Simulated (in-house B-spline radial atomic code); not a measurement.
Configurations of Nb IX (Nb8+), with energies counted from [Ar] 3d10 4s2 4p3. Computed with an all-electron radial atomic-structure program (B-spline basis): Dirac-Hartree-Fock, average of configuration, Fermi nucleus of rms radius 4.324 fm. Energies include first-order Breit, QED and recoil terms.

Occupations are held fixed; configurations that lie above the ionisation limit could autoionise.

| configuration | E - E(ref) (eV) | highest orbital | its <r> (bohr) |
| --- | --- | --- | --- |
| [Ar] 3d10 4s2 4p2 8s1 | 131.81 | 8s1/2 | 7.181 |
| [Ar] 3d10 4s2 4p2 8d1 | 136.27 | 8d5/2 | 8.364 |
| [Ar] 3d10 4s1 4p3 8g1 | 168.39 | 8g9/2 | 9.446 |
| [Ar] 3d9 4s2 4p4 | 187.06 | 4p3/2 | 1.135 |
| [Ar] 3d9 4s2 4p3 5s1 | 258.76 | 5s1/2 | 2.078 |
| [Ar] 3d9 4s2 4p3 7f1 | 324.98 | 7f7/2 | 6.895 |

(1) Order these further configurations by energy, lowest first.
A. [Ar] 3d10 4s1 4p3 5d1
B. [Ar] 3d10 4s2 4p2 6s1
C. [Ar] 3d9 4s2 4p3 6f1
D. [Ar] 3d10 4s2 4p2 4f1
E. [Ar] 3d10 4s1 4p3 8f1

(2) How far above the reference does [Ar] 3d10 4s2 4p2 6f1 lie?

## Answers

(1) D (81.787 eV), B (103.99 eV), A (122.46 eV), E (167.53 eV), C (315.87 eV).

(2) 124.57 eV; its least bound orbital is 6f7/2 with <r> = 4.884 bohr.
